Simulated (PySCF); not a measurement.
**SiCl₄ + 2 F₂ → SiF₄ + 2 Cl₂**

Level: B3LYP in the def2-TZVP basis family, all electrons, no relativity, computed in PySCF with density fitting; open shells unrestricted.

```tsv
species	state and structure	ZPE (kJ/mol)	H(298 K) − H(0) (kJ/mol)	S° (J/(mol K))
SiCl₄	singlet, Td, Si–Cl 2.036 Å (×4)	18.9	19.6	332.3
F₂	singlet, D∞h, F–F 1.396 Å	6.3	8.8	202.2
SiF₄	singlet, Td, Si–F 1.567 Å (×4)	33.1	15.4	283.4
Cl₂	singlet, D∞h, Cl–Cl 2.014 Å	3.2	9.2	223.0
```

Task: Is the gas-phase reaction uphill or downhill in electronic energy at this level, and by how much?

Result: At B3LYP/def2-TZVP, ΔE = -948.5 kJ/mol, downhill. Fluorination of this kind underlies dry etching and chamber cleaning.

Task: Add zero-point, thermal and entropy terms for 298.15 K and 1 bar.

Result: ΔZPE = 8.0 and Δ[H(298) − H(0)] = -3.4 kJ/mol give ΔH° = -943.9 kJ/mol. ΔS° = -7.3 J/(mol K), so ΔG° = -943.9 − 298.15 × (-0.0073) = -942 kJ/mol.

The structures come from searches over a few start shapes, so lower isomers are not excluded.
